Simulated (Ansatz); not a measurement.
Gas-phase electronic energies from Ansatz, PBE0-D4/def2-TZVP geometries. CCSD(T)/CBS is the MP2 limit (def2-TZVPP, def2-QZVPP) plus CCSD(T) − MP2 in def2-TZVPP, frozen cores. Functionals use def2-TZVPP. B3LYP here is the variant with VWN-RPA as its local correlation; programs differ in this. For Br, Ga, Se outer-core shells are correlated without core-valence functions, which leaves a few kJ/mol of doubt a bond. Scalar relativity is left out up to krypton. One conformer a species, not always the lowest.

Reaction (redistribution): `NB[Se][SiH3]` + `[Cl][GaH][Br]` → `[SiH3][Se][GaH][Cl]` + `NBBr`

```json
{"level": "B3LYP", "ΔE (kJ/mol)": "-5.3"}
{"level": "SCS-MP2/def2-TZVPP", "ΔE (kJ/mol)": "-5.9"}
{"level": "HF/def2-QZVPP", "ΔE (kJ/mol)": "-2.0"}
{"level": "CCSD/CBS(def2)", "ΔE (kJ/mol)": "-7.7"}
```

Problem. What does CCSD(T)/CBS give? (Best estimate.)

Solution. The calculation gave: -8.0 kJ/mol. The listed levels differ from it by 2.7, 2.1, 6.0, 0.3 kJ/mol.

Largest T1 diagnostic among the species: 0.011.
